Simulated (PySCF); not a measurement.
# A survey of 31P NMR shifts

Computed data (PySCF): PBE0/pcSseg-1 with gauge-including orbitals, GFN2-xTB structure. Single conformer, non-relativistic Hamiltonian, no solvent model, rapidly exchanging positions averaged.

Shieldings were converted by a linear fit to measured shifts: 31P: δ = 270.09 − 0.828σ (rms 18.1 ppm, 64 shifts vs H3PO4, solution or neat liquid). A few per cent of atoms miss by over 2 rms, more outside the fitted compound classes.

Task: Give the 31P shifts of `COC(=O)c1pcpc(F)p1`.

Result: 
```tsv
compound	environment	δ (ppm)
[CH3:1][O:2][C:3](=[O:4])[c:5]1[p:6][cH:7][p:8][c:9]([F:10])[p:11]1	P6: phosphorus bonded to 2 C, in a 6-membered ring	243.8
[CH3:1][O:2][C:3](=[O:4])[c:5]1[p:6][cH:7][p:8][c:9]([F:10])[p:11]1	P11: phosphorus bonded to 2 C, in a 6-membered ring	210.9
[CH3:1][O:2][C:3](=[O:4])[c:5]1[p:6][cH:7][p:8][c:9]([F:10])[p:11]1	P8: phosphorus bonded to 2 C, in a 6-membered ring	204.0
```

Task: Order these by 31P shift, lowest first.
A. CC1=C(F)[P@]1(=O)CCC#N
B. CCc1cccc(F)p1
C. C[P@H](=S)CC(F)(F)F
D. C=Cc1pcoc1C(C)=O
E. C#Cc1ccpc(C(F)(F)F)c1

Result: A (-42.3 ppm, phosphorus bonded to 3 C, O, in a 3-membered ring), C (-9.7 ppm, phosphorus bonded to 2 C, S, H), D (120.8 ppm, phosphorus bonded to 2 C, in a 5-membered ring), B (149.1 ppm, phosphorus bonded to 2 C, in a 6-membered ring), E (197.0 ppm, phosphorus bonded to 2 C, in a 6-membered ring).
